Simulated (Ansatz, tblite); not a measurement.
Cost and result up the ladder for `CCCCCC[Si](OC)(OC)OC` (35 atoms). Total charge 0; singlet. Geometry: PBE-D4/def2-SVP.

Ansatz on 4 threads of Arm Neoverse V1 on a shared host; xTB runs through tblite on one thread. Times are rough, summed over both states, and most runs start from the orbitals of an earlier one. PBE0-D4/def2-SVP serves as the yardstick here, not as an exact answer. The other state is a doublet.

The xTB rows come from tblite.

Raw xTB energies of ions are shifted by several eV.

```
           level  functions  wall time  vertical IE (eV)  difference from PBE0-D4/def2-SVP (eV)
        GFN2-xTB         79    0.055 s             12.85                                   3.52
        GFN1-xTB        101    0.073 s             13.79                                   4.46
 PBE-D4/def2-SVP        296       25 s              8.53                                  -0.80
PBE0-D4/def2-SVP        296       61 s              9.33                                   0.00
```
